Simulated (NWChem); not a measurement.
Everything below was run with NWChem. System: C$_{2}$Cl$_{3}$, charge 0, spin multiplicity 2, displaced from the optimised geometry. The structure started from a generated list of species. Its SCF solution wasn't tested for a lower state. Level: UPBE0/def2-SVP.

Output (cleaned and shortened):

```
             Northwest Computational Chemistry Package (NWChem) 7.3.0
             --------------------------------------------------------

                                NWChem Input Module
                                -------------------

 Scaling coordinates for geometry "geometry" by  1.889725989
 (inverse scale =  0.529177249)

 Turning off AUTOSYM since
 SYMMETRY directive was detected!

                             Geometry "geometry" -> ""
                             -------------------------

 Output coordinates in angstroms (scale by  1.889725989 to convert to a.u.)

  No.       Tag          Charge          X              Y              Z
 ---- ---------------- ---------- -------------- -------------- --------------
    1 Cl                  17.0000    -2.42034300    -0.22539200     0.00000000
    2 C                    6.0000    -0.79895700    -0.73036700     0.00000000
    3 C                    6.0000     0.42265300    -0.13620700     0.00000000
    4 Cl                  17.0000     0.64802900     1.63358300     0.00000000
    5 Cl                  17.0000     1.90512700    -1.10234100     0.00000000

 Effective nuclear repulsion energy (a.u.)     292.8633532911

            Nuclear Dipole moment (a.u.)
            ----------------------------
        X                 Y               Z
 ---------------- ---------------- ----------------
    -0.0000056692     0.0000113384     0.0000000000

      Symmetry information
      --------------------

 Group name             Cs
 Group number              2
 Group order               2
 No. of unique centers     5

      Symmetry unique atoms

     1    2    3    4    5


 Summary of "ao basis" -> "" (spherical)
 ------------------------------------------------------------------------------
       Tag                 Description            Shells   Functions and Types
 ---------------- ------------------------------  ------  ---------------------
 *                          def2-svp                  on all atoms

 Summary of "cd basis" -> "" (spherical)
 ------------------------------------------------------------------------------
       Tag                 Description            Shells   Functions and Types
 ---------------- ------------------------------  ------  ---------------------
 *                  weigend_coulomb_fitting           on all atoms

                                 NWChem DFT Module
                                 -----------------

 Summary of "ao basis" -> "ao basis" (spherical)
 ------------------------------------------------------------------------------
       Tag                 Description            Shells   Functions and Types
 ---------------- ------------------------------  ------  ---------------------
 Cl                         def2-svp                 8       18   4s3p1d
 C                          def2-svp                 6       14   3s2p1d

 Summary of "cd basis" -> "cd basis" (spherical)
 ------------------------------------------------------------------------------
       Tag                 Description            Shells   Functions and Types
 ---------------- ------------------------------  ------  ---------------------
 Cl                 weigend coulomb fitting         17       51   8s4p3d1f1g
 C                  weigend coulomb fitting         15       49   6s4p3d1f1g

 Summary of "ao basis" -> "ao basis" (spherical)
 ------------------------------------------------------------------------------
       Tag                 Description            Shells   Functions and Types
 ---------------- ------------------------------  ------  ---------------------
 Cl                         def2-svp                 8       18   4s3p1d
 C                          def2-svp                 6       14   3s2p1d

      Symmetry analysis of basis
      --------------------------

        a'         59
        a"         23

            General Information
            -------------------
          SCF calculation type: DFT
          Wavefunction type:  spin polarized.
          No. of atoms     :     5
          No. of electrons :    63
           Alpha electrons :    32
            Beta electrons :    31
          Charge           :     0
[...]
    21     -0.408028  2 C  s                 39      0.378707  3 C  px
    36      0.306094  3 C  px                11      0.276287  1 Cl px

   alpha - beta orbital overlaps
   -----------------------------

   alpha      1      2      3      4      5      6      7      8      9     10
    beta      1      2      3      4      5      6      7      8      9     11
 overlap   1.000  1.000  1.000  1.000  1.000  1.000  1.000  1.000  0.985  0.985

   alpha     11     12     13     14     15     16     17     18     19     20
    beta     10     12     13     15     14     17     16     18     19     20
 overlap   1.000  1.000  0.998  1.000  1.000  0.998  1.000  0.984  0.984  1.000

   alpha     21     22     23     24     25     26     27     28     29     30
    beta     21     22     23     24     25     27     26     28     29     30
 overlap   0.995  0.983  0.996  0.964  0.989  0.957  0.990  0.998  1.000  0.995

   alpha     31     32     33     34     35     36     37     38     39     40
    beta     32     31     33     34     35     36     37     38     39     40
 overlap   0.946  0.991  0.991  0.964  0.958  0.995  0.995  0.991  0.998  0.986

   alpha     41     42     43     44     45     46     47     48     49     50
    beta     42     41     43     45     44     46     47     48     49     50
 overlap   0.936  0.983  0.929  0.900  0.983  0.984  0.978  0.978  0.998  0.994

   alpha     51     52     53     54     55     56     57     58     59     60
    beta     51     52     53     55     54     56     57     58     59     60
 overlap   0.996  0.984  0.982  0.976  0.976  0.982  0.989  0.992  0.999  0.985

   alpha     61     62     63     64     65     66     67     68     69     70
    beta     61     62     63     64     65     66     67     68     69     70
 overlap   0.993  0.997  0.987  0.997  0.987  0.999  0.996  0.997  1.000  0.999

   alpha     71     72     73     74     75     76     77     78     79     80
    beta     71     72     73     74     75     76     77     78     79     80
 overlap   0.998  0.999  0.992  0.986  0.993  0.991  0.984  0.983  0.997  1.000

   alpha     81     82
    beta     81     82
 overlap   0.999  1.000

     --------------------------
     Expectation value of S2:
     --------------------------
      <S2> =      0.7721 (Exact =     0.7500)

 center of mass
 --------------
 x =   0.00188626 y =   0.00434417 z =   0.00000000

 moments of inertia (a.u.)
 ------------------
         514.982791444734          39.396129542307           0.000000000000
          39.396129542307        1272.219306744491           0.000000000000
           0.000000000000           0.000000000000        1787.202098189226

     Multipole analysis of the density
     ---------------------------------

     L   x y z        total         alpha         beta         nuclear
     -   - - -        -----         -----         ----         -------
     0   0 0 0     -0.000000    -32.000000    -31.000000     63.000000

     1   1 0 0     -0.318314      0.863278     -1.181586     -0.000006
     1   0 1 0      0.033018      0.844629     -0.811622      0.000011
     1   0 0 1      0.000000     -0.000000      0.000000      0.000000

     2   2 0 0    -33.553487   -329.376817   -323.147423    618.970753
     2   1 1 0     -0.415530      7.659298     10.764733    -18.839561
     2   1 0 1     -0.000000      0.000000     -0.000000      0.000000
     2   0 2 0    -35.331372   -145.904875   -140.112679    250.686182
     2   0 1 1      0.000000     -0.000000      0.000000      0.000000
     2   0 0 2    -36.182224    -18.429402    -17.752822      0.000000

            General Information
            -------------------
          SCF calculation type: DFT
          Wavefunction type:  spin polarized.
          No. of atoms     :     5
          No. of electrons :    63
           Alpha electrons :    32
            Beta electrons :    31
          Charge           :     0
          Spin multiplicity:     2
          Use of symmetry is: on ; symmetry adaption is: on
          Maximum number of iterations: 100
          AO basis - number of functions:    82
                     number of shells:    36
          A Charge density fitting basis will be used.
          CD basis - number of functions:   251
                     number of shells:    81
          Convergence on energy requested:  1.00D-06
          Convergence on density requested:  1.00D-05
          Convergence on gradient requested:  5.00D-04

              XC Information
              --------------
                         PBE0 Method XC Functional
                     Hartree-Fock (Exact) Exchange  0.250
          PerdewBurkeErnzerhof Exchange Functional  0.750
            Perdew 1991 LDA Correlation Functional  1.000 local
           PerdewBurkeErnz. Correlation Functional  1.000 non-local

             Grid Information
             ----------------
          Grid used for XC integration:  medium
          Radial quadrature: Mura-Knowles
          Angular quadrature: Lebedev.
          Tag              B.-S. Rad. Rad. Pts. Rad. Cut. Ang. Pts.
          ---              ---------- --------- --------- ---------
          Cl                  1.00       88          11.0       590
          C                   0.70       49           8.0       434
          Grid pruning is: on
          Number of quadrature shells:   362
          Spatial weights used:  Erf1

          Convergence Information
          -----------------------
          Convergence aids based upon iterative change in
          total energy or number of iterations.
          Levelshifting, if invoked, occurs when the
          HOMO/LUMO gap drops below (HL_TOL):  1.00D-02
          DIIS, if invoked, will attempt to extrapolate
          using up to (NFOCK): 10 stored Fock matrices.

                    Damping( 0%)  Levelshifting(0.5)       DIIS
                  --------------- ------------------- ---------------
          dE  on:    start            ASAP                start
          dE off:    2 iters        100 iters           100 iters

      Screening Tolerance Information
      -------------------------------
          Density screening/tol_rho:  1.00D-10
          AO Gaussian exp screening on grid/accAOfunc:  14
          CD Gaussian exp screening on grid/accCDfunc:  20
          XC Gaussian exp screening on grid/accXCfunc:  20
          Schwarz screening/accCoul:  1.00D-08

  int_init: cando_txs set to always be  F
  intd_init: cando_txs set to always be  F

                            NWChem DFT Gradient Module
                            --------------------------

  charge          =   0.00
  wavefunction    = open shell

  Using symmetry

                         DFT ENERGY GRADIENTS

    atom               coordinates                        gradient
                 x          y          z           x          y          z
   1 Cl     -4.573785  -0.425929   0.000000   -0.024512   0.005548   0.000000
   2 C      -1.509810  -1.380194   0.000000   -0.018312  -0.023779   0.000000
   3 C       0.798698  -0.257394   0.000000    0.017730   0.006548   0.000000
   4 Cl      1.224597   3.087024   0.000000    0.003307   0.026007   0.000000
   5 Cl      3.600168  -2.083122   0.000000    0.021787  -0.014323   0.000000

                 ----------------------------------------
                 |  Time  |  1-e(secs)   |  2-e(secs)   |
                 ----------------------------------------
                 |  CPU   |       0.00   |       0.64   |
                 ----------------------------------------
                 |  WALL  |       0.00   |       0.64   |
                 ----------------------------------------

 Task  times  cpu:        3.6s     wall:        3.6s

 Total times  cpu:        3.6s     wall:        3.6s
```

Write an NWChem input that would produce this output.

One answer among several that fit: 
```
start mol
memory heap 200 mb stack 900 mb global 1100 mb
geometry units angstroms nocenter noautoz
  Cl    -2.420343    -0.225392     0.000000
  C     -0.798957    -0.730367     0.000000
  C      0.422653    -0.136207     0.000000
  Cl     0.648029     1.633583     0.000000
  Cl     1.905127    -1.102341     0.000000
  symmetry group Cs
end
basis spherical
  * library def2-svp
end
basis "cd basis" spherical
  * library weigend_coulomb_fitting
end
dft
  xc pbe0
  odft
  mult 2
  semidirect memsize 60000000 filesize 0
  iterations 100
end
task dft gradient
```
